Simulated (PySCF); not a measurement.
C4H9Ga, singlet, geometry from GFN2-xTB (such geometries of metal compounds can be far from the true shape); DF-CAMB3LYP/pcseg-1 run with PySCF.

Input for PySCF:
```python
from pyscf import gto, scf, dft

mol = gto.Mole()
mol.atom = '''
    Ga   -0.412529    0.349156    0.541913
    H    -0.967144    0.977495    1.913661
    C     1.096819    1.264209   -0.508106
    C     2.390495    0.436133   -0.469209
    H     1.290356    2.264415   -0.098989
    H     0.797666    1.406876   -1.555337
    H     2.213636   -0.574916   -0.841381
    H     2.766438    0.355280    0.551922
    H     3.167423    0.893475   -1.083599
    C    -1.286855   -1.394931   -0.005458
    C    -0.992980   -1.952694   -1.175191
    H    -2.012377   -1.891488    0.639507
    H    -1.432323   -2.878646   -1.526171
    H    -0.280155   -1.492626   -1.851146
'''
mol.basis = 'pcseg-1'
mol.charge = 0
mol.spin = 0
mol.verbose = 4
mol.max_memory = 1800
mol.build()

mf = dft.RKS(mol)
mf.xc = 'camb3lyp'
mf = mf.density_fit(auxbasis='def2-universal-jkfit')
mf.kernel()
```

What the program printed (banner, timings and long lists left out):

```
PySCF version 2.14.0

[INPUT] verbose = 4
[INPUT] num. atoms = 14
[INPUT] num. electrons = 64
[INPUT] charge = 0
[INPUT] spin (= nelec alpha-beta = 2S) = 0
[INPUT] symmetry False subgroup None
[INPUT] Mole.unit = angstrom
[INPUT] Symbol           X                Y                Z      unit          X                Y                Z       unit  Magmom
[...]
nuclear repulsion = 318.171663641974
number of shells = 33
number of NR pGTOs = 245
number of NR cGTOs = 128
basis = pcseg-1
ecp = {}

******** <class 'pyscf.df.df_jk.DFRKS'> ********
method = DFRKS
initial guess = minao
damping factor = 0
level_shift factor = 0
DIIS = <class 'pyscf.scf.diis.CDIIS'>
diis_start_cycle = 1
diis_space = 8
diis_damp = 0
SCF conv_tol = 1e-09
SCF conv_tol_grad = None
SCF max_cycles = 50
direct_scf = False
XC library pyscf.dft.libxc version 7.1.2
    S. Lehtola, C. Steigemann, M. J. T. Oliveira, and M. A. L. Marques,  SoftwareX 7, 1–5 (2018)
XC functionals = camb3lyp
    T. Yanai, D. P. Tew, and N. C. Handy,  Chem. Phys. Lett. 393, 51 (2004)
radial grids:
    Treutler-Ahlrichs [JCP 102, 346 (1995); DOI:10.1063/1.469408] (M4) radial grids

becke partition: Becke, JCP 88, 2547 (1988); DOI:10.1063/1.454033
pruning grids: <function nwchem_prune>
grids dens level: 3
symmetrized grids: False
atomic radii adjust function: <function treutler_atomic_radii_adjust>
small_rho_cutoff = 0
Set gradient conv threshold to 3.16228e-05
Initial guess from minao.
tot grids = 165648
******** <class 'pyscf.df.df.DF'> ********
auxbasis = def2-universal-jkfit
Create RSH-DF object <pyscf.df.df.DF object> for omega=0.33
******** <class 'pyscf.df.df.DF'> ********
auxbasis = auxmol.basis = def2-universal-jkfit
init E= -2082.04342625151
[...]
cycle= 1 E= -2082.39323497435  delta_E= -0.35  |g|= 0.343  |ddm|= 3.48
[...]
cycle= 2 E= -2082.4052662519  delta_E= -0.012  |g|= 0.292  |ddm|= 0.669
[...]
cycle= 3 E= -2082.42820317727  delta_E= -0.0229  |g|= 0.0312  |ddm|= 0.303
[...]
cycle= 4 E= -2082.4284788462  delta_E= -0.000276  |g|= 0.0146  |ddm|= 0.0528
[...]
cycle= 5 E= -2082.42853264957  delta_E= -5.38e-05  |g|= 0.00387  |ddm|= 0.0183
[...]
cycle= 6 E= -2082.42853661493  delta_E= -3.97e-06  |g|= 0.001  |ddm|= 0.00435
[...]
cycle= 7 E= -2082.42853687589  delta_E= -2.61e-07  |g|= 0.000372  |ddm|= 0.00137
[...]
cycle= 8 E= -2082.42853691643  delta_E= -4.05e-08  |g|= 8.19e-05  |ddm|= 0.000444
[...]
cycle= 9 E= -2082.42853691873  delta_E= -2.29e-09  |g|= 9.74e-06  |ddm|= 0.000131
[...]
cycle= 10 E= -2082.42853691877  delta_E= -4.59e-11  |g|= 2.13e-06  |ddm|= 2.61e-05
[...]
Extra cycle  E= -2082.42853691877  delta_E= -4.55e-13  |g|= 1.19e-06  |ddm|= 5.69e-06
converged SCF energy = -2082.42853691877
```
